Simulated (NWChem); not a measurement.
System: C2H4N2OSi; SMILES O[Si@H]1C=NC=N1

The following NWChem deck was run.

```
start job
memory heap 200 mb stack 900 mb global 1100 mb
geometry units angstroms noautosym nocenter noautoz
  O      0.026996    -2.118276    -0.480811
  Si     0.022879    -0.742497     0.435199
  C      1.253003     0.654935    -0.016738
  N      0.592187     1.725164    -0.263250
  C     -0.837495     1.475452    -0.157033
  N     -1.340838     0.349397     0.145278
  H     -0.199016    -2.038561    -1.412476
  H      0.120277    -1.182423     1.847753
  H      2.350425     0.701462    -0.050637
  H     -1.452965     2.364373    -0.366796
end
basis spherical
  O library 6-31g*
  Si library 6-31g*
  C library 6-31g*
  N library 6-31g*
  H library 6-31g*
end
dft
  xc xpbe96 cpbe96
  iterations 150
end
cosmo
  do_cosmo_smd true
  solvent dcm
end
task dft energy
```

NWChem printed, in part:

```
             Northwest Computational Chemistry Package (NWChem) 7.3.0
             --------------------------------------------------------

                             Geometry "geometry" -> ""
                             -------------------------

 Output coordinates in angstroms (scale by  1.889725989 to convert to a.u.)

  No.       Tag          Charge          X              Y              Z
 ---- ---------------- ---------- -------------- -------------- --------------
    1 O                    8.0000     0.02699600    -2.11827600    -0.48081100
    2 Si                  14.0000     0.02287900    -0.74249700     0.43519900
    3 C                    6.0000     1.25300300     0.65493500    -0.01673800
    4 N                    7.0000     0.59218700     1.72516400    -0.26325000
    5 C                    6.0000    -0.83749500     1.47545200    -0.15703300
    6 N                    7.0000    -1.34083800     0.34939700     0.14527800
    7 H                    1.0000    -0.19901600    -2.03856100    -1.41247600
    8 H                    1.0000     0.12027700    -1.18242300     1.84775300
    9 H                    1.0000     2.35042500     0.70146200    -0.05063700
   10 H                    1.0000    -1.45296500     2.36437300    -0.36679600

 Effective nuclear repulsion energy (a.u.)     281.3824806457

  pbe96 is a nonlocal functional; adding pw91lda local functional.

                                 NWChem DFT Module
                                 -----------------

 Summary of "ao basis" -> "ao basis" (spherical)
 ------------------------------------------------------------------------------
       Tag                 Description            Shells   Functions and Types
 ---------------- ------------------------------  ------  ---------------------
 O                           6-31g*                  6       14   3s2p1d
 Si                          6-31g*                  8       18   4s3p1d
 C                           6-31g*                  6       14   3s2p1d
 N                           6-31g*                  6       14   3s2p1d
 H                           6-31g*                  2        2   2s

 in cosmo_initialize ...
 calling solv_data for solv:dcm

 solvent parameters
 solvname_short: dcm
 solvname_long:  dichloromethane
 dielec:        8.9300
 dielecinf:     2.0283
 nonaqueous SMD model solvent descriptors
 dielec:        8.9300
 sola:          0.1000
 solb:          0.0500
 solc:          0.0000
 solg:         39.1500
 solh:          0.6670
 soln:          1.4242

          ---------------
          -cosmo- solvent
          ---------------
 Cosmo: York-Karplus, doi: 10.1021/jp992097l
 dielectric constant -eps-     =   8.93
 screen = (eps-1)/(eps    )    =   0.88802
 surface charge correction     = lagrangian

   van der Waals surface
 --------------------------

 ---------- ATOMIC COORDINATES (A.U.) ------------ VDWR(ANG.) --
     1    0.05101504   -4.00296121   -0.90860104     2.114
     2    0.04323504   -1.40311588    0.82240686     2.470
     3    2.36783233    1.23764769   -0.03163023     1.850
     4    1.11907116    3.26008725   -0.49747037     1.890
     5   -1.58263607    2.78819999   -0.29674934     1.850
     6   -2.53381642    0.66026459    0.27453561     1.890
     7   -0.37608571   -3.85232170   -2.66919261     1.200
     8    0.22729057   -2.23445547    3.49174686     1.200
     9    4.44165921    1.32557097   -0.09569005     1.200
    10   -2.74570572    4.46801710   -0.69314393     1.200
 number of segments per atom =        128
 number of   points per atom =        128
 atom (   nspa,  nppa )
 ----------------------
    1 (     80,     0 )       0
    2 (     57,     0 )       0
    3 (     35,     0 )       0
    4 (     60,     0 )       0
    5 (     41,     0 )       0
    6 (     51,     0 )       0
    7 (     21,     0 )       0
    8 (     31,     0 )       0
    9 (     56,     0 )       0
   10 (     56,     0 )       0
 number of -cosmo- surface points =      488
 molecular surface =    130.254 angstrom**2
 molecular volume  =    127.614 angstrom**3
 -lineq- algorithm             =   0
 -bem- low  level              =   3
 -bem- from -octahedral-
 gaussian surface charge width =   4.50000
 degree of switching           =   1.00000
 switching function tolerance  =   0.00010
 atomic radii =
 --------------
    1  8.000  2.114
    2 14.000  2.470
    3  6.000  1.850
    4  7.000  1.890
    5  6.000  1.850
    6  7.000  1.890
    7  1.000  1.200
    8  1.000  1.200
    9  1.000  1.200
   10  1.000  1.200
 ...... end of -cosmo- initialization ......

 nat:                    10
 ixmem:                  5529
 calling mnsol_interface()
 G(SMD-CDS) energy (kcal/mol)  =    -0.794
 SMD-CDS SASA (angstrom**2)    =   144.933

            General Information
            -------------------
          SCF calculation type: DFT
          Wavefunction type:  closed shell.
          No. of atoms     :    10
          No. of electrons :    52
           Alpha electrons :    26
            Beta electrons :    26
          Charge           :     0
          Spin multiplicity:     1
          Use of symmetry is: off; symmetry adaption is: off
          Maximum number of iterations: 150
          AO basis - number of functions:    96
                     number of shells:    46
          Convergence on energy requested:  1.00D-06
          Convergence on density requested:  1.00D-05
          Convergence on gradient requested:  5.00D-04

              XC Information
              --------------
          PerdewBurkeErnzerhof Exchange Functional  1.000
            Perdew 1991 LDA Correlation Functional  1.000 local
           PerdewBurkeErnz. Correlation Functional  1.000 non-local

             Grid Information
             ----------------
          Grid used for XC integration:  medium
          Radial quadrature: Mura-Knowles
          Angular quadrature: Lebedev.
          Tag              B.-S. Rad. Rad. Pts. Rad. Cut. Ang. Pts.
          ---              ---------- --------- --------- ---------
          O                   0.60       49          11.0       434
          Si                  1.10       88          10.0       590
          C                   0.70       49          10.0       434
          N                   0.65       49          10.0       434
          H                   0.35       45          11.0       434
          Grid pruning is: on
          Number of quadrature shells:   513
          Spatial weights used:  Erf1

      Superposition of Atomic Density Guess
      -------------------------------------

 Sum of atomic energies:        -549.47257470

      Non-variational initial energy
      ------------------------------

 Total energy =    -552.361549
 1-e energy   =   -1313.787860
 2-e energy   =     480.043831
 HOMO         =      -0.276293
 LUMO         =      -0.085364

   convergence    iter        energy       DeltaE   RMS-Dens  Diis-err
 ---------------- ----- ----------------- --------- --------- ---------
     COSMO gas phase
 d= 0,ls=0.0,diis     1   -552.2210273176 -8.34D+02  2.45D-02  1.27D+00
 d= 0,ls=0.0,diis     2   -551.6007252485  6.20D-01  1.91D-02  6.30D+00
 d= 0,ls=0.0,diis     3   -552.3519053458 -7.51D-01  4.62D-03  1.43D-01
 d= 0,ls=0.0,diis     4   -552.3605833790 -8.68D-03  2.39D-03  8.14D-02
 d= 0,ls=0.0,diis     5   -552.3697677959 -9.18D-03  6.61D-04  8.49D-03
  Resetting Diis
 d= 0,ls=0.0,diis     6   -552.3704881241 -7.20D-04  3.12D-04  1.43D-03
 d= 0,ls=0.0,diis     7   -552.3706434264 -1.55D-04  3.94D-04  2.75D-04
 d= 0,ls=0.0,diis     8   -552.3703971580  2.46D-04  2.88D-04  2.29D-03
 d= 0,ls=0.0,diis     9   -552.3706758817 -2.79D-04  3.06D-05  1.57D-05
 d= 0,ls=0.0,diis    10   -552.3706775440 -1.66D-06  7.90D-06  1.31D-06
 d= 0,ls=0.0,diis    11   -552.3706776833 -1.39D-07  1.81D-06  3.55D-08

   convergence    iter        energy       DeltaE   RMS-Dens  Diis-err
 ---------------- ----- ----------------- --------- --------- ---------
     COSMO solvation phase
 d= 0,ls=0.0,diis     1   -552.3823565788 -1.17D-02  2.25D-03  3.57D-03
 d= 0,ls=0.0,diis     2   -552.3824491648 -9.26D-05  7.39D-04  7.70D-03
 d= 0,ls=0.0,diis     3   -552.3833002870 -8.51D-04  2.22D-04  1.30D-03
 d= 0,ls=0.0,diis     4   -552.3834447656 -1.44D-04  5.95D-05  4.44D-05
 d= 0,ls=0.0,diis     5   -552.3834487833 -4.02D-06  2.48D-05  1.37D-05
 d= 0,ls=0.0,diis     6   -552.3834500796 -1.30D-06  8.45D-06  1.20D-06
 d= 0,ls=0.0,diis     7   -552.3834501967 -1.17D-07  3.21D-06  1.91D-07

         Total DFT energy =     -552.383450196689
      One electron energy =    -1317.710919051725
           Coulomb energy =      539.297469180859
    Exchange-Corr. energy =      -55.259477884770
 Nuclear repulsion energy =      281.382480645654

             COSMO energy =       -0.093003086707

 Numeric. integr. density =       52.000009140984

                                COSMO-SMD solvation results
                                ---------------------------

             internal energy in gas <Psi(g)|H|Psi(g)> =      -552.370677683315
         internal energy in solvent <Psi(s)|H|Psi(s)> =      -552.369425911133
                               delta internal energy  =         0.001251772182 (    0.79 kcal/mol)
   total free energy in solvent <Psi(s)|H+V/2|Psi(s)> =      -552.382185614157
 polarization energy contribution <Psi(s)|V/2|Psi(s)> =        -0.012759703024 (   -8.01 kcal/mol)
    total free energy in solvent including G(SMD-CDS) =      -552.383450196689
                       G(SMD-CDS) energy contribution =        -0.001264582531 (   -0.79 kcal/mol)
     1 M fixed-concentration free energy of solvation =        -0.012772513374 (   -8.01 kcal/mol)

                       DFT Final Molecular Orbital Analysis
                       ------------------------------------

 Vector   24  Occ=2.000000D+00  E=-2.685930D-01
              MO Center= -2.1D-01,  7.5D-01, -1.7D-02, r^2= 2.7D+00
   Bfn.  Coefficient  Atom+Function         Bfn.  Coefficient  Atom+Function
  ----- ------------  ---------------      ----- ------------  ---------------
    79      0.368898   6 N  pz               37     -0.287599   3 C  pz
    51     -0.266993   4 N  pz               83      0.261451   6 N  pz
    65      0.215125   5 C  pz               41     -0.190643   3 C  pz
    55     -0.178838   4 N  pz               69      0.122903   5 C  pz
    50     -0.118007   4 N  py                3     -0.108195   1 O  px

 Vector   25  Occ=2.000000D+00  E=-2.340775D-01
              MO Center= -7.1D-01,  4.3D-01,  3.2D-02, r^2= 3.0D+00
   Bfn.  Coefficient  Atom+Function         Bfn.  Coefficient  Atom+Function
  ----- ------------  ---------------      ----- ------------  ---------------
    77      0.438490   6 N  px               81      0.300300   6 N  px
    52     -0.296027   4 N  s                36      0.233382   3 C  py
    21     -0.213957   2 Si px               80     -0.189562   6 N  s
     3      0.171503   1 O  px               40      0.148812   3 C  py
    96      0.148145  10 H  s                66      0.139560   5 C  s

 Vector   26  Occ=2.000000D+00  E=-2.111245D-01
              MO Center=  2.9D-01,  1.0D+00, -1.0D-01, r^2= 3.3D+00
   Bfn.  Coefficient  Atom+Function         Bfn.  Coefficient  Atom+Function
  ----- ------------  ---------------      ----- ------------  ---------------
    50      0.382278   4 N  py               54      0.291847   4 N  py
    77      0.230071   6 N  px               49      0.223851   4 N  px
    22      0.192864   2 Si py               20      0.179170   2 Si s
    53      0.178990   4 N  px               36     -0.167847   3 C  py
    63     -0.166439   5 C  px               81      0.165923   6 N  px

 Vector   27  Occ=0.000000D+00  E=-1.164345D-01
              MO Center=  2.0D-01,  6.6D-01,  6.2D-03, r^2= 3.1D+00
   Bfn.  Coefficient  Atom+Function         Bfn.  Coefficient  Atom+Function
  ----- ------------  ---------------      ----- ------------  ---------------
    37      0.360455   3 C  pz               41      0.348084   3 C  pz
    65     -0.288617   5 C  pz               69     -0.272513   5 C  pz
    51     -0.255366   4 N  pz               55     -0.248800   4 N  pz
    79      0.236801   6 N  pz               83      0.232516   6 N  pz
    92     -0.200214   8 H  s                27      0.194689   2 Si pz

 Vector   28  Occ=0.000000D+00  E= 2.803043D-04
              MO Center= -2.3D-01,  1.0D+00, -3.3D-02, r^2= 2.8D+00
   Bfn.  Coefficient  Atom+Function         Bfn.  Coefficient  Atom+Function
  ----- ------------  ---------------      ----- ------------  ---------------
    69      0.503761   5 C  pz               55     -0.441654   4 N  pz
    65      0.413720   5 C  pz               51     -0.379372   4 N  pz
    83     -0.358086   6 N  pz               41      0.292692   3 C  pz
    79     -0.276346   6 N  pz               25      0.249906   2 Si px
    37      0.188204   3 C  pz               82     -0.169593   6 N  py

 Vector   29  Occ=0.000000D+00  E= 2.484078D-02
              MO Center=  3.1D-01, -1.2D+00,  5.1D-02, r^2= 4.3D+00
   Bfn.  Coefficient  Atom+Function         Bfn.  Coefficient  Atom+Function
  ----- ------------  ---------------      ----- ------------  ---------------
     6      0.815778   1 O  s                26      0.756407   2 Si py
    90     -0.468925   7 H  s                25     -0.392088   2 Si px
    24     -0.368073   2 Si s                92      0.359217   8 H  s
    66     -0.323642   5 C  s                22      0.264367   2 Si py
    38      0.257672   3 C  s                83     -0.203546   6 N  pz

     Multipole analysis of the density
     ---------------------------------

     L   x y z        total         alpha         beta         nuclear
     -   - - -        -----         -----         ----         -------
     0   0 0 0     -0.000000    -26.000000    -26.000000     52.000000

     1   1 0 0      0.548791      1.590131      1.590131     -2.631470
     1   0 1 0     -0.239798      0.061577      0.061577     -0.362952
     1   0 0 1     -0.488848     -0.618318     -0.618318      0.747787

     2   2 0 0    -31.464774    -80.674062    -80.674062    129.883350
     2   1 1 0     -1.646063      0.671066      0.671066     -2.988195
     2   1 0 1      1.484343      2.239760      2.239760     -2.995177
     2   0 2 0    -33.656739   -182.122954   -182.122954    330.589168
     2   0 1 1      2.419208      2.751932      2.751932     -3.084655
     2   0 0 2    -27.650398    -33.162284    -33.162284     38.674170
```

Level: PBE/6-31G* (spherical d), SMD on the gas-phase geometry. Structure relaxed at the PBE0/def2-SVP level. Solvent: dichloromethane.
